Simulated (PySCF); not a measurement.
# NMR problem set

[PySCF 2.14: GIAO PBE0/pcSseg-1 shieldings; coordinates at the GFN2-xTB level; non-relativistic; single conformer; rapidly exchanging positions averaged; isolated molecule]

Scale: ¹H (σ = 31.72 ppm), ¹³C (σ = 186.93 ppm) vs TMS (reference shieldings calculated alike). Where no couplings were computed, multiplicities follow the n + 1 count of equivalent neighbours, and m marks all less simple cases (inequivalent or close neighbours, rings, F or P nearby). Shifts are as computed. Against solution values, carbons near 30 ppm lie about +3 ppm off and those near 130 ppm about +5 ppm. Of 1309 compounds with measured shifts, 239 miss one by over three times the rms of a fit or turn the order of signals round; such compounds aren't used in these exercises. OH and NH positions are gas-phase values without hydrogen bonding to other molecules.

(1) C₅H₆ClNSi. ¹H NMR (300 MHz, computed): δ 7.72 (m, 1H), 2.25 (m, 1H), 2.12 (m, 1H), 0.76 (s, 3H). ¹³C{¹H} NMR (computed): δ 172.5, 132.7, 119.7, 34.6, 4.2. What is it?

(2) C₄H₁₂N₂Si₂. ¹H NMR (500 MHz, computed): δ 6.66 (m, 1H), 6.44 (m, 1H), 6.16 (m, 1H), 5.70 (m, 1H), 5.20 (m, 1H), 2.86 (m, 1H), 2.85 (m, 1H), 2.67 (s, 3H), 0.58 (br s, 2H). ¹³C{¹H} NMR (computed): δ 147.8 (CH), 142.7 (CH2), 59.3 (CH2), 41.5 (CH3). Identify the compound.

(3) C₄H₁₂N₂Si₂. ¹H NMR (500 MHz, computed): δ 3.53 (s, 3H), 2.62 (s, 6H), 0.54 (s, 3H). ¹³C{¹H} NMR (computed): δ 126.9, 41.5, 0.9. What is it?

Results:

(1) SMILES C1=C(C#N)[Si@@](C)(Cl)C1. Rings plus π bonds: 4 (1 ring in the answer). 5 carbon signals for 5 carbons: no two carbons are equivalent. Carbon types of the structure: 2 × C, 1 × CH, 1 × CH2, 1 × CH3, which accounts for all hydrogens. δC 172.5: alkene CH. δC 132.7: fully substituted alkene carbon; an sp2 carbon of a C=C bond. δC 119.7: nitrile carbon; C≡N carbons fall here, among the sp2 signals but without a proton. δH 0.76: hydrogen on a methyl carbon bonded to Si; an electropositive neighbour shields it, as in TMS itself.

The data come from this structure; uniqueness wasn't tested.

(2) `C=C[Si@@H]1N(C)C[Si@@H]1N`. The formula gives 2 degrees of unsaturation (1 ring in the answer). 4 carbon signals for 4 carbons: no two carbons are equivalent. Carbon types of the structure: 1 × CH, 2 × CH2, 1 × CH3, leaving 4 H on heteroatoms. δC 147.8: alkene CH; an sp2 carbon of a C=C bond. δC 142.7: terminal =CH2 carbon; an sp2 carbon of a C=C bond. δC 41.5: methyl carbon bonded to N; the inductive effect lowers its shielding. δH 2.86, 2.85: hydrogen on an sp3 CH2 bonded to N and Si; its carbon carries N, hence the downfield position.

This is the structure that produced the data.

(3) `CN(C)[Si@@](C)([SiH3])C#N`. The formula gives 2 degrees of unsaturation (no ring in the answer). 3 carbon signals for 4 carbons: some carbons are equivalent by symmetry or fast rotation. Carbon types of the structure: 1 × C, 3 × CH3, leaving 3 H on heteroatoms. δC 126.9: nitrile carbon; typical of a nitrile. δC 41.5: methyl carbon bonded to N; pulled downfield by the heteroatom. δC 0.9: methyl carbon bonded to Si; an electropositive neighbour leaves it electron-rich and shielded. δH 0.54: hydrogen on a methyl carbon bonded to Si; an electropositive neighbour shields it, as in TMS itself.

The data come from this structure; uniqueness wasn't tested.
